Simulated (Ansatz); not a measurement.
A search over several starts for the lowest SCF solution of Sn3⁻ at the given spin, in a small basis.

```yaml
crystal:
  periodic: [false, false, false]
  atoms:
    - {symbol: Sn, position_ang: [-0.395604, 1.561398, -0.859139]}
    - {symbol: Sn, position_ang: [1.086024, -0.660719, -0.570758]}
    - {symbol: Sn, position_ang: [-0.690421, -0.900679, 1.429897]}
basis:
  gaussian: {orbitals: def2-SVP}
total_charge: -1
magnetization: {spin_polarized: true, initial_magnetization: 1}
hamiltonian: {xc: pbe0, dispersion: d4}
output: {orbitals: {seedname: orbitals}}
```

```sh
$ ansatz run in.yaml --threads 4 --pin off --events-out ev --progress --plain --max-ram 3916MiB
```

Output, abridged:

```
Functional definition: PBE0
1026 factors; integrals over basis functions are off by at most 1.8e-4 eV
mean field evaluation 1: about -17497.1480 eV, gradient 6.4e0 eV
mean field evaluation 2: about -17497.0071 eV, gradient 6.5e0 eV
mean field evaluation 4: about -17497.3657 eV, gradient 5.0e-1 eV
mean field evaluation 8: about -17497.3679 eV, gradient 9.0e-2 eV
mean field evaluation 16: about -17497.3681 eV, gradient 2.1e-4 eV
mean field evaluation 32: about -17496.6309 eV, gradient 3.3e0 eV
mean field -17497.36810223 eV, -643.0164176149 hartree, gradient 2.6e-5 eV, S^2 0.769073; 6 other end points of the search recorded, 0 dependent functions left out
reference -17497.36812335 eV, -643.0164183910 hartree; 34, 33 occupied and 44, 45 virtual orbitals, 1026 factors
Total energy: -17497.52260679 eV, -643.0220955529 hartree
```

It took 2.6 s on 4 threads of Arm Neoverse V1 on a shared host.

In the def2 sets Sn takes a core potential; there is no spin–orbit coupling. The structure comes from a short search, and lower isomers may exist.
